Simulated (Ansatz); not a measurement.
Relaxation of Cl$_{4}$FH$_{3}$W (9 atoms, charge 0, multiplicity 1), to a largest force component of 0.03 eV/Å in at most 50 steps.

Level of theory: RKS B3LYP-D4/def2-SVP (Ansatz).

```xyz
9
Properties=species:S:1:pos:R:3:forces:R:3
W -0.149 -0.178 0.217 -0.32 -0.29 -0.52
F -0.007 0.484 1.954 -0.22 -0.08 0.51
Cl 1.798 -1.278 0.763 -0.02 0.01 0.03
Cl -0.918 1.882 -0.473 0.00 0.02 0.00
Cl -2.352 -0.806 0.657 0.08 -0.02 0.01
Cl -0.358 -1.708 -1.527 -0.02 -0.05 -0.01
H 0.829 0.350 -1.032 0.04 0.01 0.03
H 1.836 1.906 0.761 0.71 0.56 -1.52
H 1.626 1.749 1.427 -0.25 -0.17 1.48
```

Question: Where does it end, and by what steps?

Answer: The forces met the threshold. After 6 steps the energy has fallen by 0.214 eV; H8 moved furthest, 0.72 Å.

```tsv
step	energy less start (eV)	largest force component (eV/Å)	accepted
0	0.0000	1.525	yes
1	-0.1358	0.136	yes
2	-0.1872	0.084	yes
3	-0.2075	0.084	yes
4	-0.2122	0.064	yes
5	-0.2136	0.047	yes
6	-0.2144	0.019	yes
```

```xyz
9
Properties=species:S:1:pos:R:3
W -0.312 -0.329 0.156
F -0.210 0.252 1.937
Cl 1.709 -1.290 0.707
Cl -0.973 1.800 -0.408
Cl -2.541 -0.911 0.503
Cl -0.441 -1.915 -1.540
H 0.670 0.225 -1.077
H 2.314 2.423 0.899
H 2.089 2.146 1.570
```

Whether the end is a true minimum wasn't checked by a vibrational analysis.

Run time: 11 s on 4 threads of AMD EPYC 9R45 96-Core Processor (Zen 5), with other jobs on the host, peak memory 0.42 GiB.
